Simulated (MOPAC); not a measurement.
MOPAC input (PM3):

```
PM3 1SCF UHF MS=0.5 GEO-OK AUX(PRECISION=9) THREADS=1
CHBrF

C    -0.39279800 1    0.73414600 1    0.86074700 1
F    -0.84589900 1    1.81629200 1    0.23090200 1
Br    0.27968100 1   -0.62004100 1   -0.25708200 1
H     0.18103500 1    0.94991400 1    1.75526800 1
```

From the output:

```
                                                       MOPAC v23.2.5 Linux

          FINAL HEAT OF FORMATION =        -12.46804 KCAL/MOL =     -52.16626 KJ/MOL

          COSMO AREA              =         88.51 SQUARE ANGSTROMS
          COSMO VOLUME            =         71.60 CUBIC ANGSTROMS

          IONIZATION POTENTIAL    =         10.427346 EV
          ALPHA SOMO LUMO (EV)    =        -10.427 -0.903
          BETA  SOMO LUMO (EV)    =        -11.623 -0.563
          NO. OF ALPHA ELECTRONS  =         10
          NO. OF BETA  ELECTRONS  =          9
          MOLECULAR WEIGHT        =        111.9213         POINT GROUP:  C1

          MOLECULAR DIMENSIONS (Angstroms)

            Atom       Atom       Distance
           Br     3    F     2     2.72778
            H     4    F     2     1.80929
           Br     3    C     1     0.30116

          SCF CALCULATIONS        =          1

   ATOM   CHEMICAL          X               Y               Z
  NUMBER   SYMBOL      (ANGSTROMS)     (ANGSTROMS)     (ANGSTROMS)

     1       C         -0.39279800  *   0.73414600  *   0.86074700  *
     2       F         -0.84589900  *   1.81629200  *   0.23090200  *
     3      Br          0.27968100  *  -0.62004100  *  -0.25708200  *
     4       H          0.18103500  *   0.94991400  *   1.75526800  *

                             CARTESIAN COORDINATES

   1    C       -0.392798000     0.734146000     0.860747000
   2    F       -0.845899000     1.816292000     0.230902000
   3   Br        0.279681000    -0.620041000    -0.257082000
   4    H        0.181035000     0.949914000     1.755268000

           Empirical Formula: C H F Br  =     4 atoms

      MOLECULAR POINT GROUP   :   C1

          ALPHA EIGENVALUES
 -30.28939 -22.36530 -20.58759 -18.84295 -18.25173 -17.81846 -13.74547 -12.27974
 -11.62975 -10.42735  -0.90324   2.31159   3.25087

           BETA EIGENVALUES
 -29.27463 -22.27018 -20.24956 -18.62397 -17.87739 -17.24391 -13.41618 -11.85289
 -11.62345  -0.56313  -0.07878   2.90567   3.91651

              NET ATOMIC CHARGES AND DIPOLE CONTRIBUTIONS

  ATOM NO.   TYPE          CHARGE      No. of ELECS.   s-Pop       p-Pop
    1          C          -0.004001        4.0040     1.32619     2.67781
    2          F          -0.080602        7.0806     1.76413     5.31647
    3         Br          -0.018074        7.0181     1.96301     5.05506
    4          H           0.102677        0.8973     0.89732
 DIPOLE           X         Y         Z       TOTAL
 POINT-CHG.     0.400    -0.195     0.782     0.900
 HYBRID         0.403     0.229     0.079     0.471
 SUM            0.803     0.034     0.861     1.178

          ATOMIC ORBITAL ELECTRON POPULATIONS

     Atom    s        px        py        pz
    1  C   1.32619   0.93668   0.85010   0.89103
    2  F   1.76413   1.87589   1.59214   1.84844
    3 Br   1.96301   1.84860   1.51212   1.69434
    4  H   0.89732

                    (SZ)    =    0.500000
                    (S**2)  =    0.760246

          ATOMIC ORBITAL SPIN POPULATIONS

    Atom   Total    s     px     py     pz
         Atomic
    1  C  0.9930  0.130  0.591  0.169  0.102
    2  F  0.0337 -0.003  0.028  0.006  0.002
    3 Br -0.0031 -0.000  0.053 -0.055 -0.001
    4  H -0.0236 -0.024

 **********************
 *                    *
 * JOB ENDED NORMALLY *
 *                    *
 **********************

 == MOPAC DONE ==
```

The geometry given is a B3LYP-D3(BJ)/def2-TZVP minimum.
